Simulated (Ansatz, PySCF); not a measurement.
System: BOF, charge 0, singlet. BOF (fluoro(oxo)borane, SMILES O=BF).
B3LYP-D3(BJ)/def2-TZVP minimum from Ansatz (a first-principles code):
```xyz
3

F      0.0000     0.0000    -1.1989
B      0.0000     0.0000     0.0871
O      0.0000     0.0000     1.2943
```

Total energies in hartree (Ansatz). Open shells are spin-unrestricted; no spin-orbit coupling. Correlated methods leave the cores frozen. No relativity. For partners of very few electrons the exact lower level stands in for a higher one.

| species | HF/cc-pVTZ | CCSD(T)/cc-pVTZ | HF/cc-pVQZ | CCSD(T)/cc-pVQZ | CCSDT(Q)/cc-pVTZ |
|---|---|---|---|---|---|
| 1: BOF (fluoro(oxo)borane, SMILES O=BF) | -199.15531 | -199.74393 | -199.17166 | -199.80653 | -199.74522 |
| 2: F (doublet) | -99.40552 | -99.62036 | -99.41377 | -99.65026 | -99.62061 |
| 3: B (doublet) | -24.53207 | -24.59810 | -24.53297 | -24.60084 | -24.59852 |
| 4: O (triplet) | -74.81176 | -74.97396 | -74.81729 | -74.99357 | -74.97430 |

Q: Work out the enthalpy of formation at 298 K (by atomisation, with ideal-gas terms from PySCF's Hessian at B3LYP-D3(BJ)/def2-TZVP and the atoms' measured values of the G2/97 table; no spin-orbit terms) in kcal/mol: take Hartree-Fock from cc-pVQZ, extrapolate the CCSD(T) correlation energy as X^-3 (X = 3, 4), and add CCSDT(Q) - CCSD(T) in cc-pVTZ. The further terms named in the bracket sum to +0.34997 hartree. 1 hartree = 627.51 kcal/mol.

A: 
Species 1: correlation (64·(-0.63487) - 27·(-0.58862))/37 = -0.66862; step -0.00129; E1 = -199.17166 + (-0.66862) + (-0.00129) = -199.84157
Species 2: correlation (64·(-0.23649) - 27·(-0.21484))/37 = -0.25229; step -0.00025; E2 = -99.41377 + (-0.25229) + (-0.00025) = -99.66631
Species 3: correlation (64·(-0.06787) - 27·(-0.06603))/37 = -0.06921; step -0.00042; E3 = -24.53297 + (-0.06921) + (-0.00042) = -24.60260
Species 4: correlation (64·(-0.17628) - 27·(-0.16220))/37 = -0.18655; step -0.00034; E4 = -74.81729 + (-0.18655) + (-0.00034) = -75.00418
+1·E1 -1·E2 -1·E3 -1·E4 +0.34997 = -0.21851 hartree = -137.1 kcal/mol. Measured: -145.1 kcal/mol, -607.0 kJ/mol (CRC Handbook, as tabulated in the package chemicals); atomic spin-orbit terms, which the calculations lack, would raise the computed values. The composite differs from it by +8.0 kcal/mol; core, relativistic and spin-orbit terms are not in it. So large a gap may also come from another state or conformer, or from a fault of the table, which was not checked at its source.
